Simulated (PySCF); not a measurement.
Job file and geometry (Å, from GFN2-xTB) of an NMR shielding run on `InChI=1S/C2H8N2Si.Al.H/c3-1-5-2-4;;/h3-4H,1-2,5H2;;/q-2;+2;`, PySCF 2.14.0, density-fitted response routines, GIAO PBE0/pcSseg-1 NMR shielding, non-relativistic, gas phase; density fitting, a coarse starting grid and PySCF grid level 2 are the driver's defaults:

```
$ OMP_NUM_THREADS=1 python probes_run.py task.json out

{"job": {"kind": "nmr", "xc": "PBE0", "basis": "pcSseg-1"}, "charge": 0, "multiplicity": 1}
C     -1.560030    -0.474829     0.442030
N     -1.594438     0.732084    -0.388172
Al    -0.142085     1.564492    -1.006855
N      1.438728     0.989281    -0.411538
C      1.626824    -0.206693     0.413778
Si     0.119369    -1.375375     0.323412
H     -2.340540    -1.175899     0.117987
H     -1.787910    -0.230393     1.488515
H     -2.544190     1.079298    -0.478885
H     -0.244476     2.709478    -2.001635
H      2.312616     1.494490    -0.519992
H      2.508950    -0.765078     0.072478
H      1.829707     0.071267     1.457059
H      0.203935    -2.327376     1.441381
H      0.169125    -2.076756    -0.971474
```

Question: Write the output of this run.

Answer: 
```
coarse grid: 13128 points
cycle   1  E = -722.4893002888  dE =  4.326e-01  |g| = 5.721e-01  |ddm| = 3.516e+00
cycle   2  E = -722.3973489328  dE =  9.195e-02  |g| = 8.571e-01  |ddm| = 1.057e+00
cycle   3  E = -722.5648492741  dE = -1.675e-01  |g| = 5.486e-02  |ddm| = 6.779e-01
cycle   4  E = -722.5654824771  dE = -6.332e-04  |g| = 1.660e-02  |ddm| = 5.239e-02
cycle   5  E = -722.5655313254  dE = -4.885e-05  |g| = 7.561e-03  |ddm| = 1.708e-02
cycle   6  E = -722.5655451408  dE = -1.382e-05  |g| = 4.244e-04  |ddm| = 6.893e-03
cycle   7  E = -722.5655451835  dE = -4.276e-08  |g| = 1.340e-04  |ddm| = 6.429e-04
final grid: 116568 points
cycle   8  E = -722.5944684729  dE = -1.797e-05  |g| = 7.797e-03  |ddm| = 1.925e-02
cycle   9  E = -722.5944536987  dE =  1.477e-05  |g| = 1.115e-02  |ddm| = 1.470e-02
cycle  10  E = -722.5944830506  dE = -2.935e-05  |g| = 8.123e-04  |ddm| = 8.729e-03
cycle  11  E = -722.5944831760  dE = -1.254e-07  |g| = 2.389e-04  |ddm| = 6.485e-04
cycle  12  E = -722.5944831881  dE = -1.210e-08  |g| = 3.012e-05  |ddm| = 2.026e-04
cycle  13  E = -722.5944831883  dE = -1.708e-10  |g| = 1.010e-05  |ddm| = 3.545e-05
converged SCF energy = -722.5944831883

GIAO shielding tensors (ppm)
atom      isotropic    diamagn.    paramagn.     s11        s22        s33       span
  0 C      153.508     246.868     -93.360    130.838    146.289    183.398     52.560
  1 N      225.408     319.787     -94.379    208.978    225.061    242.184     33.207
  2 Al     399.260     797.897    -398.637    392.172    399.013    406.596     14.425
  3 N      225.507     319.795     -94.288    209.045    224.969    242.507     33.462
  4 C      153.566     246.831     -93.265    130.935    146.348    183.414     52.479
  5 Si     399.422     879.266    -479.844    360.921    411.730    425.615     64.695
  6 H       28.642      28.983      -0.342     23.819     27.336     34.769     10.950
  7 H       28.353      29.577      -1.225     23.097     27.103     34.858     11.761
  8 H       30.372      31.125      -0.753     22.134     28.804     40.179     18.045
  9 H       27.787      29.531      -1.745     24.091     24.954     34.315     10.223
 10 H       30.385      31.126      -0.741     22.147     28.810     40.197     18.050
 11 H       28.638      28.955      -0.318     23.819     27.310     34.785     10.966
 12 H       28.359      29.554      -1.195     23.112     27.098     34.868     11.756
 13 H       27.687      28.660      -0.973     24.548     25.383     33.130      8.583
 14 H       27.349      29.039      -1.690     23.547     25.862     32.638      9.091
```

Size and cost of the density-fitted run: 161 basis functions, 21 s wall time on 1 thread of an Arm Neoverse V1, shared host; peak memory 0.74 GiB.
